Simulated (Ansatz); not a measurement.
`C[SiH2]OP` + `BN[SiH](C)C` → `C[SiH](C)NP` + `BO[SiH2]C`  (redistribution)

Isolated molecules relaxed with PBE0-D4/def2-TZVP in Ansatz; ΔE leaves out vibrations. CCSD(T)/CBS is the MP2 limit (def2-TZVPP, def2-QZVPP) plus CCSD(T) − MP2 in def2-TZVPP, frozen cores. Functionals use def2-TZVPP. B3LYP here is the variant with VWN-RPA as its local correlation; programs differ in this. Each species was taken in one conformer, which may not be the lowest.

`C[SiH2]OP`:

Z-matrix (Å, degrees):
```
C
Si 1 1.859
H 1 1.093 2 110.9
H 1 1.092 2 111.1 3 -120.6
H 1 1.094 2 110.3 3 119.5
O 2 1.657 1 111.2 3 62.2
H 2 1.489 1 110.1 3 -59.1
H 2 1.483 1 111.3 3 179.2
P 6 1.643 2 126.6 1 -71.5
H 9 1.425 6 98.8 2 131.4
H 9 1.425 6 98.7 2 -135.4
```

`BN[SiH](C)C`:

```xyz
15

B     0.650   -1.977    1.053
N    -0.272   -1.416    0.168
Si   -0.639    0.276   -0.122
C    -0.238    0.707   -1.893
C     0.302    1.343    1.075
H     1.313   -1.261    1.750
H     0.772   -3.168    1.108
H    -0.801   -2.074   -0.389
H    -2.107    0.454    0.081
H    -0.520    1.740   -2.115
H     0.832    0.595   -2.088
H    -0.777    0.060   -2.591
H     1.381    1.239    0.939
H     0.039    2.392    0.913
H     0.066    1.090    2.110
```

`C[SiH](C)NP`:

Cartesian coordinates in Å:
```
C 0.615 1.485 -0.562
Si 0.422 -0.223 0.162
C 0.590 -0.211 2.021
N -1.143 -0.872 -0.221
P -1.804 -1.169 -1.761
H 1.614 1.876 -0.354
H 0.485 1.472 -1.647
H -0.120 2.176 -0.141
H 1.476 -1.097 -0.436
H 0.485 -1.217 2.436
H 1.572 0.167 2.314
H -0.166 0.431 2.480
H -1.688 -1.280 0.521
H -1.681 0.120 -2.356
H -0.657 -1.658 -2.455
```

`BO[SiH2]C`:

```xyz
11

B     1.296    1.339   -1.279
O     0.141    0.755   -0.914
Si   -0.206   -0.724   -0.236
C    -1.063   -0.451    1.387
H     2.341    0.759   -1.129
H     1.248    2.442   -1.748
H    -1.088   -1.438   -1.193
H     1.059   -1.486   -0.062
H    -1.342   -1.409    1.833
H    -0.413    0.074    2.089
H    -1.972    0.139    1.251
```

(1) Is it downhill or uphill in electronic energy at CCSD(T)/CBS, and by how much? (An estimate is asked.)

(2) What do these levels give: B3LYP-D4, ωB97X-V, r2SCAN, MP2/def2-TZVPP, SCS-MP2/def2-TZVPP, MP2/def2-QZVPP? (Estimate.)

Largest T1 diagnostic among the species: 0.012.

Results:

(1) Computed: Uphill: ΔE = +0.05 eV.

(2) The calculation gave: B3LYP-D4 0.06, ωB97X-V 0.05, r2SCAN 0.07, MP2/def2-TZVPP 0.03, SCS-MP2/def2-TZVPP 0.05, MP2/def2-QZVPP 0.03 eV.
